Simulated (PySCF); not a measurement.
Compound: C6H8Cl2.
Numbering: `[CH2:1]=[C:2]1[CH2:3][CH2:4][C:5]([Cl:6])([Cl:7])[CH2:8]1` (hydrogens: H9, H10 on C1; H11, H12 on C3; H13, H14 on C4; H15, H16 on C8)

Geometry (GFN2-xTB, Å), atoms numbered from 1 in this order:
```xyz
16
C6H8Cl2 angstrom
C      2.2181   -0.5778    0.0907
C      0.9383   -0.2620    0.0224
C     -0.2124   -1.2348    0.0861
C     -1.4387   -0.4194   -0.3284
C     -1.0951    0.9864    0.1471
Cl    -1.3996    1.1195    1.9055
Cl    -2.0705    2.2337   -0.6664
C      0.3957    1.1364   -0.1308
H      2.5415   -1.5995    0.1873
H      2.9902    0.1708    0.0546
H     -0.0528   -2.0988   -0.5574
H     -0.3261   -1.5934    1.1115
H     -1.5389   -0.4023   -1.4151
H     -2.3683   -0.7851    0.1035
H      0.5357    1.4834   -1.1580
H      0.8753    1.8519    0.5359
```

Jobs on this species (16 atoms, 78 electrons) with PySCF (density fitting). Hardware of each: Intel Xeon Platinum 8488C, one thread (shared host). Other jobs ran on the host; a repeat could differ by tens of per cent or more. Peak memory is the resident size of the whole Python process, interpreter and libraries included.

```tsv
level and settings	work	basis functions	SCF cycles	wall time	peak memory
PBE0/pcSseg-1, energy threshold 1e-08 Eh	shieldings, ring-centre shieldings, density and orbital grids written	190	?	?	?
PBE/STO-3G, start guess vsap	shieldings, ring-centre shieldings, charges and field gradients	56	12	10 s	0.56 GiB
PBE0/def2-SVP	spin–spin couplings from 14 perturbed nuclei, spin–dipole term left out	160	14	29 s	0.85 GiB
```

Fill in the missing figures.

- PBE0/pcSseg-1, energy threshold 1e-08 Eh; shieldings, ring-centre shieldings, density and orbital grids written: 37 s, 0.77 GiB, 9 SCF cycles

What do all jobs in the table cost together?

About 76 s; the longest takes about 49 % of that, and about 3.7 times as long as the shortest.
